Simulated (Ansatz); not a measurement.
Two structures of SiH$_{4}$OF$_{2}$, singlet, reached by relaxing down either side of one saddle point (PBE0-D4/def2-TZVP). Energies are electronic, without zero-point energy. Ansatz 0.2.0; basis: def2-TZVPP and def2-QZVPP; cores frozen in the correlated methods. Extrapolation: Hartree–Fock as exp(−7.88 √X), correlation as X^−2.97. First:

```xyz
8
angstrom
Si 0.1485 1.2870 -0.1452
O 0.9007 -0.0551 0.3376
F -0.3113 1.1756 -1.6575
F -1.1802 1.5303 0.6833
H 1.0580 2.4208 0.0204
H -0.6667 -2.6697 0.5741
H -0.4063 -2.7833 -0.1178
H 0.4572 -0.9056 0.3051
```

Second:

```xyz
8
angstrom
Si -0.8299 0.6180 -0.0604
O 1.2732 -0.9434 0.5005
F -0.2959 0.2575 -1.5192
F -2.0968 1.5562 -0.3149
H 0.1461 1.4516 0.6585
H 1.1236 -1.7927 0.0760
H -1.3517 -0.5814 0.6134
H 2.0314 -0.5659 0.0460
```

**Question.** Which bonds change from the first to the second?

**Answer.** SiH₂OF₂ ([OH][SiH]([F])[F]) + H₂ → SiH₂F₂ ([F][SiH2][F]) + H₂O; bonds formed: Si1–H7, O2–H6; bonds broken: Si1–O2, H6–H7.

**Question.** Give the saddle point's structure and its height above each. (An estimate is asked for; the value comes from the calculation.)

**Answer.** The calculation gives: 61.32 kcal/mol above the first and 39.90 kcal/mol above the second (CCSD(T) at an estimated basis limit (MP2 extrapolated from triple and quadruple zeta, plus CCSD(T) − MP2 in triple zeta)).
```
8
angstrom
Si -0.3559 0.4766 -0.1282
O 0.9653 -0.5640 0.6266
F -0.4554 0.3687 -1.7200
F -1.6668 0.9234 0.6657
H 0.4382 1.7165 0.0045
H 0.1293 -1.2620 0.2850
H -0.9260 -1.1033 -0.0256
H 1.8714 -0.5559 0.2920
```

T1 diagnostic: at most 0.013.

Labels in which every atom is bracketed show which atoms are joined, not bond orders.

For scale, one of the runs: CCSD(T)/def2-TZVPP, 191 basis functions, launched by `ansatz run in.yaml --threads 4 --pin off --events-out ev --progress --plain --max-ram 9574MiB`. The run took 40 s on 4 CPU threads of an Arm Neoverse V2 (shared host), with 2.2 GiB of host memory at its peak.
